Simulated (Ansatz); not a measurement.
Relaxation of C$_{2}$H$_{5}$F$_{2}$NOSe (12 atoms, charge 0, multiplicity 1), to a largest force component of 0.015 eV/Å in at most 40 steps.

Theory: Ansatz, RKS PBE0-D4/def2-SVP.

```xyz
12
Properties=species:S:1:pos:R:3:forces:R:3
N -0.071 -0.923 1.258 -1.76 4.11 -0.55
C 0.799 -0.296 0.277 0.37 -1.30 1.05
O 2.046 -0.189 0.836 0.51 0.57 -0.62
F 0.936 -1.095 -0.847 -0.45 0.24 0.27
Se 0.175 1.485 -0.253 -0.31 0.41 0.04
C -1.456 0.855 -1.091 0.53 -0.83 -0.70
F -1.113 0.193 -2.265 -0.75 0.49 0.83
H -0.263 -1.849 0.996 -0.34 -1.75 -0.49
H -1.016 -0.347 1.296 2.62 -1.86 0.08
H 2.684 0.137 0.156 -0.77 -0.36 0.59
H -2.122 1.704 -1.297 0.09 0.13 -0.11
H -1.979 0.154 -0.399 0.26 0.15 -0.39
```

Q: Where does it end, and by what steps?

A: It converged. After 19 steps the energy has fallen by 0.716 eV; H8 moved furthest, 1.76 Å.

```
step  energy less start (eV)  largest force component (eV/Å)  accepted
   0                  0.0000                           4.113       yes
   1                 -0.3192                           1.244       yes
   2                 -0.3738                           0.409       yes
   3                 -0.4101                           0.316       yes
   4                 -0.4459                           0.284       yes
   5                 -0.4677                           0.854       yes
   6                 -0.4932                           0.396       yes
   7                 -0.5162                           0.353       yes
   8                 -0.5300                           0.394       yes
   9                 -0.5473                           0.417       yes
  10                 -0.5688                           0.384       yes
  11                 -0.6133                           0.124       yes
  12                 -0.6385                           0.356       yes
  13                 -0.6577                           0.511       yes
  14                 -0.7005                           0.349       yes
  15                 -0.7144                           0.103       yes
  16                 -0.7152                           0.082       yes
  17                 -0.7155                           0.036       yes
  18                 -0.7157                           0.019       yes
  19                 -0.7157                           0.010       yes
```

```xyz
12
Properties=species:S:1:pos:R:3
N 0.361 -0.838 1.857
C 0.247 -0.461 0.517
O 1.480 -0.278 -0.005
F -0.425 -1.416 -0.251
Se -0.881 1.184 0.422
C -1.085 1.062 -1.496
F 0.145 1.136 -2.123
H 1.148 -1.472 1.983
H -0.498 -1.249 2.208
H 1.384 0.163 -0.863
H -1.713 1.902 -1.829
H -1.542 0.098 -1.754
```

Time of the run: 60 s on 2 threads of AMD EPYC 9R45 96-Core Processor (Zen 5), with other jobs on the host, peak memory 0.49 GiB.
